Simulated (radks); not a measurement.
Spherical quantum dot in the effective-mass picture: electrons in a parabolic well V = omega^2 r^2 / 2 with omega = 0.068, with a point charge +2 (a donor) at the centre, all in effective atomic units (hartree* = m*/eps^2 hartree, bohr* = eps/m* bohr), one dielectric constant everywhere. Calculated with a radial shooting solver with Libxc functionals: non-relativistic Kohn-Sham, exchange-only LDA, spin-polarised, spherical densities. Levels are named by radial order and angular momentum (1s, 1p, 1d, 2s, ...), and open shells are averaged over m. At N = 33 the configuration is 1s2 1p(up 3, down 0) 1d(up 5, down 0) 2s(up 1, down 0) 1f(up 7, down 0) 2p(up 3, down 0) 1g(up 9, down 0) 2d(up 2, down 0) 3s(up 1, down 0). Does electron 34 go into 2f up or 1h up or 2d up?

Answer. Into 2d up. The total energies of the other choices lie higher by 0.00181 hartree* (1h up), 0.0258 hartree* (2f up).
